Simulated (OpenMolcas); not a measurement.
**In: effect of the basis set**

| Quantity | Value |
| --- | --- |
| Program | OpenMolcas 26.06 |
| Method | RASSCF |
| Active space | 3 electrons in 9 orbitals (RAS2 5s 5p; RAS3 5d, at most 2 electrons) |
| State averaging | 2S+1 = 4 odd, 1 root (0 in the spin-orbit step); 2S+1 = 2 odd, 3 roots; 2S+1 = 4 even, 3 roots; 2S+1 = 2 even, 5 roots |
| Spin-orbit coupling | state interaction with AMFI integrals over the reference wave functions, term energies averaged over their components |

A. ANO-RCC-VTZP [7s6p4d2f1g], DKH2, point nucleus; cost of the order of 14 core-seconds
B. ANO-R2 [7s6p4d2f1g], X2C, finite nucleus; cost of the order of 21 core-seconds
C. ANO-RCC-VQZP [8s7p5d3f2g], DKH2, point nucleus; cost about 30 core-seconds
D. ANO-RCC [10s9p8d5f3g], DKH2, point nucleus; cost roughly 60 core-seconds

Energies in cm⁻¹ above 5s² 5p ²P°_1/2, the measured ground level; measured values from NIST Handbook of Basic Atomic Spectroscopic Data.

| Level | A | B | C | D | Measured |
| --- | --- | --- | --- | --- | --- |
| 5s² 5p ²P°_1/2 | 0.0 | 0.0 | 0.0 | 0.0 | 0.0 |
| 5s² 5p ²P°_3/2 | 2146 | 2094 | 2187 | 2174 | 2213 |
| 5s 5p² ⁴P_1/2 | 29009 | 29035 | 28973 | 28967 | 34978 |
| 5s 5p² ⁴P_3/2 | 29741 | 29751 | 29722 | 29714 | 36021 |
| 5s 5p² ⁴P_5/2 | 30919 | 30907 | 30924 | 30929 | 37452 |

Deviations, from unrounded energies. A percentage is the sum of absolute deviations over the sum of measured energies, with the sign that they share, or ± where signs differ.

```json
{"Against measurement": "mean absolute deviation (cm-1)", "Levels": "4", "A": "4700", "B": "4700", "C": "4700", "D": "4700"}
{"Against measurement": "fine structure of the ground term (%)", "Levels": "1", "A": "-3.0", "B": "-5.3", "C": "-1.2", "D": "-1.8"}
{"Against measurement": "other configurations (%)", "Levels": "3", "A": "-17.3", "B": "-17.3", "C": "-17.4", "D": "-17.4"}
```

A, B, C, D lie about equally close to measurement. The largest miss of A in the table is 5s 5p² ⁴P_5/2, by -6500 cm-1. The ranking rests on the paired levels alone, and a cruder setting can come out closer through cancelling errors.

Among A to D the level of the table that moves most is 5s² 5p ²P°_3/2, by 93 cm-1 (lowest in B, highest in C).

Some high roots are left out of the spin-orbit mixing, which shifts the levels that they would mix with. Without dynamic correlation excited terms often stand tens of per cent too high (terms of higher spin than the ground term too low), and those without a measured partner can miss by more than the paired ones. Active for correlation alone: 5d; no level in the range computed is led by a configuration that fills it, so any true level of that kind is missing (holds for A; B; C). Some terms mix strongly with configurations of 5d, whose occupation reaches 0.24 (5s 5p² ²D) (holds for C). The run also gave levels led by 5s² 5d, which use shells meant for correlation; these and all levels above them are left out (holds for D). Computed and measured levels are paired by configuration, term and J; levels that our copy of the source lacks, or whose pairing is in doubt (as where it misses far off the trend of its configuration), stay unpaired and out of the deviations. Only configurations of the active space appear. Levels that lie high or do not pair safely by name in every column are left out.

° marks odd parity.
